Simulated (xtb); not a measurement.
CH2 (SMILES [CH2]), triplet, geometry from GFN2-xTB; GFN1-xTB in xtb.

Input for xtb:
```
$ xtb mol.xyz --gfn 1 --uhf 2 --hess --json

# file mol.xyz
3

C     -0.00086561     0.10089553     0.01170220
H     -0.97847113    -0.31231328    -0.02467531
H      0.98366479    -0.29305989    -0.04553788
```

### Question
Write the output that xtb gives for this input, abridged.

### Answer

```
   ID    Z sym.   atoms
    1    6 C      1
    2    1 H      2, 3

           -------------------------------------------------
          |                Calculation Setup                |
           -------------------------------------------------

           -------------------------------------------------
          |                 G F N 1 - x T B                 |
           -------------------------------------------------

          ...................................................
          :                      SETUP                      :
          :.................................................:
          :  # basis functions                   8          :
          :  # atomic orbitals                   8          :
          :  # shells                            6          :
          :  # electrons                         6          :
          :  # halogen bonds                     0          :
          :  max. iterations                   250          :
          :  Hamiltonian                  GFN1-xTB          :
          :  restarted?                      false          :
          :  GBSA solvation                  false          :
          :  PC potential                    false          :
          :  electronic temp.          300.0000000     K    :
          :  accuracy                    1.0000000          :
          :  -> integral cutoff          0.2500000E+02      :
          :  -> integral neglect         0.1000000E-07      :
          :  -> SCF convergence          0.1000000E-05 Eh   :
          :  -> wf. convergence          0.2000000E-04 e    :
          :  Broyden damping             0.4000000          :
          :  net charge                          0          :
          :  unpaired electrons                  2          :
          ...................................................

 iter      E             dE          RMSdq      gap      omega  full diag
   1     -3.0137551 -0.301376E+01  0.722E+00    6.35       0.0  T
   2     -3.0151549 -0.139981E-02  0.425E+00    6.65       1.0  T
   3     -3.0154637 -0.308857E-03  0.386E-01    7.04       1.0  T
   4     -3.0155349 -0.711927E-04  0.106E-01    6.88       1.0  T
   5     -3.0155414 -0.649104E-05  0.730E-04    6.91      79.1  T
   6     -3.0155414 -0.293379E-09  0.257E-05    6.91    2247.1  T
   7     -3.0155414 -0.643929E-13  0.361E-06    6.91   15985.4  T

   *** convergence criteria satisfied after 7 iterations ***

[...]
         :: total energy              -2.974568568240 Eh    ::
[...]
          :  imag. cutoff                  -20.0000000 cm⁻¹ :
          :.................................................:

    mode    ω/cm⁻¹     T·S(HO)/kcal·mol⁻¹    T·S(FR)/kcal·mol⁻¹   T·S(vib)
   ------------------------------------------------------------------------
   ------------------------------------------------------------------------

   temp. (K)  partition function   enthalpy   heat capacity  entropy
                                   cal/mol     cal/K/mol   cal/K/mol   J/K/mol
 298.15  VIB   1.02                   39.339      0.557      0.163
         ROT   42.4                  888.752      2.981     10.426
         INT   43.1                  928.091      3.538     10.590
         TR   0.508E+26             1481.254      4.968     33.848
         TOT                        2409.3450     8.5057    44.4375   185.9264

       T/K    H(0)-H(T)+PV         H(T)/Eh          T*S/Eh         G(T)/Eh
   ------------------------------------------------------------------------
    298.15    0.383954E-02    0.208141E-01    0.211137E-01   -0.299577E-03
   ------------------------------------------------------------------------

         :::::::::::::::::::::::::::::::::::::::::::::::::::::
         ::                  THERMODYNAMIC                  ::
         :::::::::::::::::::::::::::::::::::::::::::::::::::::
         :: total free energy          -2.974868145613 Eh   ::
         ::.................................................::
         :: total energy               -2.974568568240 Eh   ::
         :: zero point energy           0.016974566240 Eh   ::
         :: G(RRHO) w/o ZPVE           -0.017274143613 Eh   ::
         :: G(RRHO) contrib.           -0.000299577373 Eh   ::
         :::::::::::::::::::::::::::::::::::::::::::::::::::::

           -------------------------------------------------
          | TOTAL ENERGY               -2.974568568240 Eh   |
          | TOTAL ENTHALPY             -2.953754466371 Eh   |
          | TOTAL FREE ENERGY          -2.974868145613 Eh   |
          | GRADIENT NORM               0.009194373485 Eh/α |
          | HOMO-LUMO GAP               6.913757151036 eV   |
           -------------------------------------------------
########################################################################
[WARNING] Runtime exception occurred
-1- hessian_numhess: Hessian on incompletely optimized geometry!
########################################################################

normal termination of xtb
```
